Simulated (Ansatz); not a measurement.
Ansatz (a program for electronic structure) input:

Ansatz 0.2 input:
```yaml
crystal:
  periodic: [false, false, false]
  atoms:
    - {symbol: C, position_ang: [-2.67638851, -0.66815493, -0.33848528]}
    - {symbol: C, position_ang: [-1.46826120, 0.04972244, 0.25989300]}
    - {symbol: C, position_ang: [-0.19620114, -0.06175568, -0.56633806]}
    - {symbol: C, position_ang: [1.04087390, 0.47501431, 0.22864020]}
    - {symbol: C, position_ang: [2.29018034, 0.35586680, -0.69314593]}
    - {symbol: O, position_ang: [1.20106381, -0.12174615, 1.40433802]}
    - {symbol: H, position_ang: [-2.47371594, -1.73753657, -0.45408812]}
    - {symbol: H, position_ang: [-3.56860072, -0.56624322, 0.29036767]}
    - {symbol: H, position_ang: [-2.92587197, -0.27788499, -1.33148924]}
    - {symbol: H, position_ang: [-1.22426598, -0.34978886, 1.24808990]}
    - {symbol: H, position_ang: [-1.70953412, 1.11101196, 0.40397911]}
    - {symbol: H, position_ang: [-0.31539770, 0.46560103, -1.52680895]}
    - {symbol: H, position_ang: [-0.00316860, -1.12111823, -0.78853870]}
    - {symbol: H, position_ang: [0.84927038, 1.60040647, 0.29152175]}
    - {symbol: H, position_ang: [3.15465602, 0.77766502, -0.17304697]}
    - {symbol: H, position_ang: [2.16973216, 0.87226964, -1.65815333]}
    - {symbol: H, position_ang: [2.49716548, -0.70457063, -0.87992087]}
basis:
  gaussian:
    orbitals: def2-TZVP
hamiltonian:
  xc: b3lyp
  dispersion: d3bj
total_charge: -1
phonons: {temperatures: {t_min: 298.15, t_max: 298.15, t_step: 100}}
```

What final total energy does it print?

-272.50790 Eh (B3LYP-D3(BJ)/def2-TZVP). The basis has 252 functions.

It need not be the lowest isomer of its formula. Whether it binds its extra electron was not tested at this geometry.
